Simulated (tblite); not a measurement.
Compound: C₆H₈ClO (doublet state).
SMILES with atom numbers: `[H]/[C:1]=[C:2](\[CH3:3])[CH2:4][O:5][C:6](=[CH2:7])[Cl:8]` (hydrogens: H9 on C1; H10, H11, H12 on C3; H13, H14 on C4; H15, H16 on C7)

Geometry (GFN2-xTB, Å), atoms numbered from 1 in this order:
```
atom  x, y, z in Å
C1    -2.0255    1.2288    1.1596
C2    -1.4817    0.3226    0.4142
C3    -2.0306   -0.1499   -0.9210
C4    -0.1948   -0.3709    0.8072
O5     0.7884   -0.0286   -0.1660
C6     2.0736   -0.3174    0.0585
C7     3.0670    0.2928   -0.5701
Cl8    2.4118   -1.6066    1.1868
H9    -2.8764    1.8664    1.1696
H10   -2.3260   -1.1946   -0.8385
H11   -1.2448   -0.0625   -1.6676
H12   -2.8891    0.4433   -1.2209
H13   -0.3456   -1.4591    0.8133
H14    0.1250   -0.0471    1.8030
H15    4.0873   -0.0013   -0.4274
H16    2.8538    1.0932   -1.2531
```

Computed geometry: GFN2-xTB, gas phase. This method treats the open shell by occupation alone, without spin polarisation.

Take the most abundant isotopes and a rigid rotor. The values belong to one conformer with, in the numbering `[H]/[C:1]=[C:2](\[CH3:3])[CH2:4][O:5][C:6](=[CH2:7])[Cl:8]`, C1–C2–C4–O5 -116°, C2–C4–O5–C6 169°, C4–O5–C6–C7 -159°.

Problem. What are A, B and C (GHz)?

Solution. Ia = 145.62, Ib = 586.80, Ic = 639.02 u·Å²; 505379 MHz·u·Å²/I gives 3471, 861.2 and 790.9 MHz, that is A = 3.4705, B = 0.8612, C = 0.7909 GHz.

Problem. What kind of rotor is it?

Solution. A near-prolate asymmetric top: κ = (2 × 861.2 − 3471 − 790.9)/(3471 − 790.9) = -0.95.

Problem. What does the inertial defect say?

Solution. Not planar: Δ = Ic − Ia − Ib = -93.40 u·Å². For a rigid frame Δ = −2 Σ m c², so Σ m c² = 46.70 u·Å² lies off the ab plane: 11.32 from hydrogen and 35.38 from heavier atoms. The atom farthest from that plane is 1.97 Å away.

Problem. Give the other two planar moments, Paa and Pbb, and the rms extents of the mass along the axes.

Solution. Paa = Σ m a² = (Ib + Ic − Ia)/2 = 540.10 and Pbb = Σ m b² = (Ia + Ic − Ib)/2 = 98.92 u·Å². With the mass M = 131.03 u, the rms extents √(P/M) along a, b and c are 2.03, 0.87, 0.60 Å.

Problem. Where do the levels up to J = 2 lie, in MHz?

Solution. Above 0(0,0):
J = 1: 1(0,1) 1652, 1(1,1) 4261, 1(1,0) 4332
J = 2: 2(0,2) 4955, 2(1,2) 7495, 2(1,1) 7706, 2(2,1) 15534, 2(2,0) 15536
Those of J = 1 are B + C, A + C and A + B.

Problem. Estimate the classical rotational partition function at 200 K, 298.15 K and 500 K.

Solution. Point group C1, symmetry number σ = 1; q = (√π/σ)·√((kT/h)³/(ABC)), k/h = 20836.6 MHz/K: 310000 at 200 K, 564000 at 298.15 K, 1230000 at 500 K.

For this open shell read J as N, the rotation without spin; fine and hyperfine splittings come on top. Its GFN2-xTB frequencies are all real (lowest 30 cm⁻¹). Constants of a rigid frame at the computed geometry: no zero-point averaging, no centrifugal distortion.
